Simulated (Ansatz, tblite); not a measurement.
Cost and result up the ladder for the cluster SiAu₂ (the lowest singlet isomer of a short search) (3 atoms). The state is a singlet with charge 0. Geometry: PBE-D4/def2-TZVP.

```xyz
3

Au   -1.4185    0.4456   -0.8997
Au    1.2291   -1.2096    0.2148
Si    0.1894    0.7641    0.6848
```

Ansatz on 4 threads of Arm Neoverse V2 on a shared host; xTB runs through tblite on one thread. Times are rough, summed over both states, and most runs start from the orbitals of an earlier one. ωB97M-V/def2-TZVP serves as the yardstick here, not as an exact answer. The other state is a triplet at its own geometry.

In the def2 sets Au takes a core potential; there is no spin–orbit coupling. The xTB rows come from tblite. LC-ωPBE has ω = 0.4 bohr⁻¹. Correlated methods freeze 5 core orbitals; core or outer-core shells of Au are correlated, in sets that lack core-valence functions. At PBE0-D4/def2-TZVP a singlet of charge 0 lies 0.96 eV below the triplet, each at its own geometry. The structure comes from a short search, and lower isomers may exist.

Run but left out: HF/def2-TZVP (singlet: restricted singlet, unstable towards broken spin symmetry); B2PLYP/def2-TZVP, PBE-QIDH/def2-TZVP (singlet: restricted singlet, unstable in another Hartree–Fock run and untested here).

Correlated methods converge slowly with the basis.

xTB has no spin-polarisation term.

| level | functions | wall time |
| --- | --- | --- |
| GFN2-xTB | 27 | 0.004 s |
| GFN1-xTB | 27 | 0.005 s |
| PBE-D4/def2-TZVP | 117 | 2.2 s |
| LC-ωPBE/def2-TZVP | 117 | 3 s |
| PBE0-D4/def2-TZVP | 117 | 4 s |
| RPA@PBE/def2-TZVP | 117 | 4.2 s |
| r2SCAN-D4/def2-TZVP (with forces) | 117 | 5.5 s |
| ωB97M-V/def2-TZVP | 117 | 10 s |

(1) Estimate what each level gives for the triplet − singlet (eV).

## Answers

(1) 
| level | triplet − singlet (eV) | difference from ωB97M-V/def2-TZVP (eV) |
| --- | --- | --- |
| GFN2-xTB | 1.19 | 0.03 |
| GFN1-xTB | 1.06 | -0.09 |
| PBE-D4/def2-TZVP | 1.17 | 0.02 |
| LC-ωPBE/def2-TZVP | 0.69 | -0.47 |
| PBE0-D4/def2-TZVP | 0.96 | -0.19 |
| RPA@PBE/def2-TZVP | 1.19 | 0.04 |
| r2SCAN-D4/def2-TZVP (with forces) | 0.97 | -0.18 |
| ωB97M-V/def2-TZVP | 1.15 | 0.00 |
